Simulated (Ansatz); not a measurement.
Geometry optimisation, RKS PBE/def2-SVP in Ansatz.

Input:

```yaml
crystal:
  periodic: [false, false, false]
  atoms:
    - { symbol: W, position_ang: [-0.214673, -0.038495, -0.112416] }
    - { symbol: O, position_ang: [-0.14743, 0.092114, 1.808603] }
    - { symbol: H, position_ang: [-0.515077, -0.552478, 2.441982] }
    - { symbol: H, position_ang: [1.027894, -1.072275, -0.645244] }
    - { symbol: F, position_ang: [-0.761288, 1.246167, -1.404508] }
    - { symbol: H, position_ang: [-1.77889, -0.616202, -0.021283] }
    - { symbol: H, position_ang: [-0.454212, -1.657357, 0.327851] }
    - { symbol: H, position_ang: [-0.776021, -1.107115, -1.284982] }
    - { symbol: "N", position_ang: [1.909948, 2.118014, 1.091076] }
    - { symbol: H, position_ang: [2.85976, 1.730573, 1.045932] }
    - { symbol: Si, position_ang: [1.695387, 3.857424, 0.825687] }
    - { symbol: H, position_ang: [1.959493, 4.167742, -0.625855] }
    - { symbol: H, position_ang: [0.267107, 4.165492, 1.187334] }
    - { symbol: H, position_ang: [2.614329, 4.729552, 1.663396] }
    - { symbol: H, position_ang: [1.397472, 1.679543, 1.890326] }
basis:
  gaussian: { orbitals: def2-SVP }
hamiltonian:
  xc: pbe
relax:
  f_tol: 0.03
  max_steps: 50
```

Command:

```bash
$ ansatz run input.yaml --threads 4 --pin off --max-ram 5120MiB --backend cpu --events-out ev --progress --plain --runs-dir out
```

Question: Where does it end, and by what steps?

Answer: It converged. After 12 steps the energy has fallen by 0.662 eV; F5 moved furthest, 0.81 Å. Joined: W1–N9 (3.26 → 2.38 Å).

| step | energy less start (eV) | largest force component (eV/Å) | accepted |
| --- | --- | --- | --- |
| 0 | 0.0000 | 0.664 | yes |
| 1 | -0.1775 | 0.599 | yes |
| 2 | -0.3686 | 0.647 | yes |
| 3 | -0.5222 | 0.817 | yes |
| 4 | -0.5901 | 0.548 | yes |
| 5 | -0.6241 | 0.448 | yes |
| 6 | -0.6474 | 0.297 | yes |
| 7 | -0.6563 | 0.207 | yes |
| 8 | -0.6598 | 0.122 | yes |
| 9 | -0.6610 | 0.054 | yes |
| 10 | -0.6610 | 0.110 | yes |
| 11 | -0.6618 | 0.032 | yes |
| 12 | -0.6619 | 0.017 | yes |

```xyz
15
Properties=species:S:1:pos:R:3
W 0.040 0.259 0.184
O -0.249 0.035 2.066
H -0.796 -0.679 2.438
H 1.326 -0.747 -0.336
F -0.376 1.779 -0.932
H -1.572 -0.222 -0.050
H -0.360 -1.385 0.262
H -0.428 -0.546 -1.227
N 1.703 1.763 0.971
H 2.627 1.459 0.627
Si 1.408 3.522 0.604
H 1.668 3.740 -0.849
H 0.011 3.844 1.025
H 2.376 4.340 1.418
H 1.707 1.580 1.987
```

Whether the end is a true minimum wasn't checked by a vibrational analysis.

Time of the run: 30 s on 4 threads of Arm Neoverse V2, with other jobs on the host, peak memory 0.21 GiB.
